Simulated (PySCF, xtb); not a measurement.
WO2Cl2, SMILES [O]=[W](=[O])([Cl])[Cl], multiplicity 1.

Harmonic wavenumbers (cm⁻¹) from GFN2-xTB (xtb) at its own minimum, in rising order: 119, 153, 174, 185, 248, 348, 351, 854, 884.

### Question
What does PBE-D3(BJ)/def2-SVP run with PySCF give at its own minimum? (An estimate is asked for; the answer gives what the named calculation found.)

### Answer
107, 151, 207, 219, 336, 408, 418, 973, 1003. Paired by order, the mean absolute difference is 59 cm⁻¹ and the zero-point energies are 4.7 and 5.5 kcal/mol.
